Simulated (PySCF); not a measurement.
Orbital picture of ZrCl⁺

PBE at R = 2.233 Å; Zr def2-TZVPPD with ECP28, Cl def2-TZVPPD; scalar-relativistic core potentials (PySCF 2.14). State: ³Δ (triplet), unpaired electrons σ ↑, δ ↑. Only the outer orbitals are listed, counted within each symmetry, core potentials removing the inner ones.

```tsv
spin	orbital	occ.	ε (eV)	on Zr (%)	main shells (%)
α	6σ	1	-25.60	6	94 Cl s
α	7σ	1	-14.83	21	76 Cl p, 16 Zr d
α	3π	1	-13.99	16	84 Cl p, 13 Zr d
α	3π	1	-13.99	16	84 Cl p, 13 Zr d
α	1δ	1	-10.52	100	100 Zr d
α	8σ	1	-10.37	99	64 Zr s, 36 Zr d
α	1δ	0	-9.80	100	100 Zr d
α	4π	0	-9.41	86	83 Zr d, 12 Cl p
α	4π	0	-9.41	86	83 Zr d, 12 Cl p
β	6σ	1	-25.65	6	94 Cl s
β	7σ	1	-14.74	18	79 Cl p, 13 Zr d
β	3π	1	-13.97	12	87 Cl p, 10 Zr d
β	3π	1	-13.97	12	87 Cl p, 10 Zr d
β	1δ	0	-8.83	99	99 Zr d
β	4π	0	-8.75	88	87 Zr d, 9 Cl p
β	4π	0	-8.75	88	87 Zr d, 9 Cl p
```

Question: Which are the highest filled and the lowest empty level, where do they sit, and how wide is the gap?

Answer: Highest filled α 8σ at -10.37 eV (in %: 64 Zr s, 36 Zr d); lowest empty α 1δ at -9.80 eV (in %: 100 Zr d); the gap at PBE is 0.57 eV.

| Item | Value |
| --- | --- |
| bond order (Mayer) | 1.69 |
| ⟨S²⟩ | 2.006 |
| charge on Zr (Mulliken, basis-dependent) | 0.99 |
| charge on Zr (Löwdin, basis-dependent) | 0.65 |
| dipole moment (positive dipole points towards Cl; it is taken about the centre of mass and depends on that origin) | -4.57 D |
| polarisability along the bond | 65.1 bohr³ |
| polarisability across the bond | 63.3 bohr³ |

Spin–orbit coupling is left out. The state is the lowest single determinant that the PBE0 search found; with open d or f shells the true ground state can be another one.
